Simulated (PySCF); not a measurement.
Species: C6H7S (doublet state).
Cartesian coordinates in Å at the GFN2-xTB level; atoms count from 1:
```
atom  x, y, z in Å
C1     2.0091    2.2885   -0.6791
C2     1.6628    1.0976   -0.1569
C3     1.4144   -0.0030    0.3236
C4     0.9271   -1.2226    0.8733
S5    -0.8951   -1.0867    1.2802
C6    -1.5264   -0.7283   -0.3171
C7    -2.8170   -0.6305   -0.5867
H8     2.0088    2.4454   -1.7430
H9     2.2753    3.1112   -0.0401
H10    1.0348   -2.0651    0.1876
H11    1.3910   -1.4543    1.8328
H12   -0.7584   -0.5777   -1.0602
H13   -3.1601   -0.4013   -1.5802
H14   -3.5669   -0.7737    0.1714
```

The hyperfine couplings belong to this conformer and change with its torsions.

Identity: `[CH2]C#CCSC=C` [radical].

Method: UKS B3LYP, pcH-1 on C H S, non-relativistic, mean-field spin-orbit, GIAO in PySCF 2.14.0. The structure is a single GFN2-xTB conformer in the gas phase; no vibrational or solvent corrections. A GFN2-xTB geometry isn't a minimum of the functional, and hyperfine couplings can be far from their values at a DFT geometry. Stability of the SCF solution: not tested.

Mulliken spin populations: C1 +0.748, C2 -0.262, C3 +0.530, C4 -0.051, S5 +0.088, C6 -0.002, C7 -0.002, H8 -0.034, H9 -0.034, H10 +0.005, H11 +0.010, H12 +0.001, H13 +0.001, H14 0.000. Main spin sites, with 60 % or more of the largest population: C1, C3; positions count bonds from the nearest.

What dipolar couplings does the calculation give for H10, H11, H12, H13, H14?

| atom | position | distance from C1 (Å) | T1 (MHz) | T2 | T3 |
| --- | --- | --- | --- | --- | --- |
| H10 | 2 bonds from C3 | 4.54 | -3.13 | -2.19 | 5.31 |
| H11 | 2 bonds from C3 | 4.55 | -3.17 | -2.15 | 5.32 |
| H12 | 4 bonds from C3 | 4.00 | -2.41 | -1.35 | 3.75 |
| H13 | 5 bonds from C3 | 5.90 | -0.55 | -0.35 | 0.90 |
| H14 | 5 bonds from C3 | 6.42 | -0.66 | -0.45 | 1.11 |

Estimate them with point dipoles: put each population ρk at its nucleus, leave out the nucleus itself and the atom bound to it, and sum T = Σ [ρk/(2S)]·C·(3 n nᵀ − 1)/r³ with C = μ0 gₑ μB g_N μN/(4π h) = 79.06 MHz Å³.

```
atom  T1 (MHz)     T2    T3  T3, computed  difference in T3 (%)
 H10     -4.81  -3.73  8.53          5.31                   +61
 H11     -4.94  -3.68  8.62          5.32                   +62
 H12     -2.57  -1.18  3.75          3.75                     0
 H13     -0.55  -0.35  0.90          0.90                     0
 H14     -0.65  -0.45  1.10          1.11                    -1
```
